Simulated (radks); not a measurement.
Values are calculated unless marked as measured or tabulated.
Rh34+, 11 electrons, occupied as [Ne] 3s1. Level of theory: Dirac Kohn-Sham, PBEsol, spin-unpolarised, spherical densities, finite nucleus; Fermi nuclear charge, rms radius 4.4945 fm (a radial shooting solver on a logarithmic mesh with Libxc functionals).

Unscreened Slater integrals over Kohn-Sham orbitals (hartree). Large and small components are both included.

\begin{tabular}{lr}
integral & value \\ \hline
F0(3s1/2,3s1/2) & 2.6702 \\
F0(3s1/2,2p3/2) & 3.4932 \\
G1(3s1/2,2p3/2) & 0.36392 \\
F0(3s1/2,2p1/2) & 3.5152 \\
G1(3s1/2,2p1/2) & 0.36767 \\
F0(3s1/2,2s1/2) & 3.4222 \\
G0(3s1/2,2s1/2) & 0.29977 \\
F0(2p3/2,2p3/2) & 7.4377 \\
F2(2p3/2,2p3/2) & 3.5478 \\
F0(2p3/2,2p1/2) & 7.5810 \\
G2(2p3/2,2p1/2) & 3.5275 \\
F0(2p3/2,2s1/2) & 6.8669 \\
G1(2p3/2,2s1/2) & 3.8847 \\
F0(2p1/2,2p1/2) & 7.7355 \\
F0(2p1/2,2s1/2) & 6.9745 \\
G1(2p1/2,2s1/2) & 3.8381 \\
F0(2s1/2,2s1/2) & 6.5038 \\
\end{tabular}
